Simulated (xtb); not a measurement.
xtb job for InBr₃, SMILES [Br][In]([Br])[Br], GFN2-xTB. 

```
$ xtb mol.xyz --gfn 2 --sp --chrg 0 --uhf 0 --json
$ cat mol.xyz
4

In    -0.00000000    -0.00000000    -0.00000000
Br    -2.49168535     0.00000000     0.00000000
Br     1.24584267     2.15786282     0.00000000
Br     1.24584267    -2.15786281     0.00000000
```

Log of the run:

```
[banner left out]
          |                Calculation Setup                |
           -------------------------------------------------



           -------------------------------------------------
          |                 G F N 2 - x T B                 |
           -------------------------------------------------

        Reference                      10.1021/acs.jctc.8b01176
      * Hamiltonian:
        H0-scaling (s, p, d)           1.850000    2.230000    2.230000
        zeta-weighting                 0.500000
      * Dispersion:
        s8                             2.700000
        a1                             0.520000
        a2                             5.000000
        s9                             5.000000
      * Repulsion:
        kExp                           1.500000    1.000000
        rExp                           1.000000
      * Coulomb:
        alpha                          2.000000
        third order                    shell-resolved
        anisotropic                    true
        a3                             3.000000
        a5                             4.000000
        cn-shift                       1.200000
        cn-exp                         4.000000
        max-rad                        5.000000


          ...................................................
          :                      SETUP                      :
          :.................................................:
          :  # basis functions                  40          :
          :  # atomic orbitals                  36          :
          :  # shells                           12          :
          :  # electrons                        24          :
          :  max. iterations                   250          :
          :  Hamiltonian                  GFN2-xTB          :
          :  restarted?                      false          :
          :  GBSA solvation                  false          :
          :  PC potential                    false          :
          :  electronic temp.          300.0000000     K    :
          :  accuracy                    1.0000000          :
          :  -> integral cutoff          0.2500000E+02      :
          :  -> integral neglect         0.1000000E-07      :
          :  -> SCF convergence          0.1000000E-05 Eh   :
          :  -> wf. convergence          0.1000000E-03 e    :
          :  Broyden damping             0.4000000          :
          :  net charge                          0          :
          :  unpaired electrons                  0          :
          ...................................................

 iter      E             dE          RMSdq      gap      omega  full diag
   1    -13.6231917 -0.136232E+02  0.305E+01    2.58       0.0  T
   2    -13.6411125 -0.179208E-01  0.138E+01    2.84       1.0  T
   3    -13.6343479  0.676466E-02  0.922E+00    2.40       1.0  T
   4    -13.6488010 -0.144531E-01  0.143E+00    2.55       1.0  T
   5    -13.6482820  0.518989E-03  0.293E+00    2.62       1.0  T
   6    -13.6489002 -0.618156E-03  0.134E+00    2.59       1.0  T
   7    -13.6489666 -0.664103E-04  0.200E-01    2.57       1.0  T
   8    -13.6490020 -0.354272E-04  0.537E-02    2.56       1.0  T
   9    -13.6490022 -0.172530E-06  0.158E-02    2.56       3.2  T
  10    -13.6490023 -0.763950E-07  0.388E-03    2.56      12.9  T
  11    -13.6490023 -0.398397E-08  0.156E-03    2.56      32.1  T
  12    -13.6490023 -0.111949E-08  0.493E-06    2.56   10150.9  T
  13    -13.6490023 -0.177636E-14  0.207E-06    2.56   24136.8  T

   *** convergence criteria satisfied after 13 iterations ***

         #    Occupation            Energy/Eh            Energy/eV
      -------------------------------------------------------------
         1        2.0000           -0.8695630             -23.6620
       ...           ...                  ...                  ...
         6        2.0000           -0.4860176             -13.2252
         7        2.0000           -0.4646650             -12.6442
         8        2.0000           -0.4634238             -12.6104
         9        2.0000           -0.4634238             -12.6104
        10        2.0000           -0.4627403             -12.5918
        11        2.0000           -0.4627403             -12.5918
        12        2.0000           -0.4549653             -12.3802 (HOMO)
        13                         -0.3608847              -9.8202 (LUMO)
        14                         -0.1974392              -5.3726
        15                         -0.0716743              -1.9504
        16                         -0.0716743              -1.9504
        17                         -0.0280839              -0.7642
       ...                                ...                  ...
        36                          1.7651866              48.0332
      -------------------------------------------------------------
                  HL-Gap            0.0940806 Eh            2.5601 eV
             Fermi-level           -0.4079250 Eh          -11.1002 eV

 SCC (total)                   0 d,  0 h,  0 min,  0.005 sec
 SCC setup                      ...        0 min,  0.000 sec (  1.342%)
 Dispersion                     ...        0 min,  0.000 sec (  0.440%)
 classical contributions        ...        0 min,  0.000 sec (  0.282%)
 integral evaluation            ...        0 min,  0.001 sec ( 17.446%)
 iterations                     ...        0 min,  0.002 sec ( 50.335%)
 molecular gradient             ...        0 min,  0.001 sec ( 28.179%)
 printout                       ...        0 min,  0.000 sec (  1.200%)

         :::::::::::::::::::::::::::::::::::::::::::::::::::::
         ::                     SUMMARY                     ::
         :::::::::::::::::::::::::::::::::::::::::::::::::::::
         :: total energy             -13.638678478519 Eh    ::
         :: gradient norm              0.000008708786 Eh/a0 ::
         :: HOMO-LUMO gap              2.560064032439 eV    ::
         ::.................................................::
         :: SCC energy               -13.648999440197 Eh    ::
         :: -> isotropic ES            0.015059959275 Eh    ::
         :: -> anisotropic ES          0.004637132209 Eh    ::
         :: -> anisotropic XC         -0.005577174324 Eh    ::
         :: -> dispersion             -0.004292169692 Eh    ::
         :: repulsion energy           0.010320961678 Eh    ::
         :: add. restraining           0.000000000000 Eh    ::
         :: total charge              -0.000000000000 e     ::
         :::::::::::::::::::::::::::::::::::::::::::::::::::::

           -------------------------------------------------
          |                Property Printout                |
           -------------------------------------------------

    * Orbital Energies and Occupations

         #    Occupation            Energy/Eh            Energy/eV
      -------------------------------------------------------------
         1        2.0000           -0.8695630             -23.6620
         2        2.0000           -0.8695630             -23.6620
         3        2.0000           -0.8676118             -23.6089
         4        2.0000           -0.6027049             -16.4004
         5        2.0000           -0.4860176             -13.2252
         6        2.0000           -0.4860176             -13.2252
         7        2.0000           -0.4646650             -12.6442
         8        2.0000           -0.4634238             -12.6104
         9        2.0000           -0.4634238             -12.6104
        10        2.0000           -0.4627403             -12.5918
        11        2.0000           -0.4627403             -12.5918
Note: The following floating-point exceptions are signalling: IEEE_DENORMAL
normal termination of xtb
        12        2.0000           -0.4549653             -12.3802 (HOMO)
        13                         -0.3608847              -9.8202 (LUMO)
        14                         -0.1974392              -5.3726
        15                         -0.0716743              -1.9504
        16                         -0.0716743              -1.9504
        17                         -0.0280839              -0.7642
        18                         -0.0280839              -0.7642
        19                         -0.0101185              -0.2753
        20                         -0.0101185              -0.2753
        21                         -0.0061992              -0.1687
        22                         -0.0000403              -0.0011
        23                          0.0013459               0.0366
       ...                                ...                  ...
        36                          1.7651866              48.0332
      -------------------------------------------------------------
                  HL-Gap            0.0940806 Eh            2.5601 eV
             Fermi-level           -0.4079250 Eh          -11.1002 eV

     #   Z          covCN         q      C6AA      α(0)
     1  49 In       2.433     0.256   280.840    32.369
     2  35 Br       0.811    -0.085   187.039    22.050
     3  35 Br       0.811    -0.085   187.039    22.050
     4  35 Br       0.811    -0.085   187.039    22.050

 Mol. C6AA /au·bohr⁶  :       3323.362980
 Mol. C8AA /au·bohr⁸  :     279391.731072
 Mol. α(0) /au        :         98.518017


Wiberg/Mayer (AO) data.
largest (>0.10) Wiberg bond orders for each atom

 ---------------------------------------------------------------------------
     #   Z sym  total        # sym  WBO       # sym  WBO       # sym  WBO
 ---------------------------------------------------------------------------
     1  49 In   3.047 --     4 Br   1.016     2 Br   1.016     3 Br   1.016
     2  35 Br   1.407 --     1 In   1.016     3 Br   0.196     4 Br   0.196
     3  35 Br   1.407 --     1 In   1.016     4 Br   0.196     2 Br   0.196
     4  35 Br   1.407 --     1 In   1.016     3 Br   0.196     2 Br   0.196
 ---------------------------------------------------------------------------

Topologies differ in total number of bonds
Writing topology from bond orders to xtbtopo.mol

molecular dipole:
                 x           y           z       tot (Debye)
 q only:        0.000      -0.000       0.000
   full:        0.000      -0.000      -0.000       0.000
molecular quadrupole (traceless):
                xx          xy          yy          xz          yz          zz
 q only:       -1.419      -0.000      -1.419       0.000       0.000       2.838
  q+dip:       -5.348       0.000      -5.348      -0.000       0.000      10.695
   full:       -7.098      -0.000      -7.098      -0.000       0.000      14.197


           -------------------------------------------------
          | TOTAL ENERGY              -13.638678478519 Eh   |
          | GRADIENT NORM               0.000008708786 Eh/α |
          | HOMO-LUMO GAP               2.560064032439 eV   |
           -------------------------------------------------

------------------------------------------------------------------------
------------------------------------------------------------------------
 total:
 SCF:
```

The run converged.
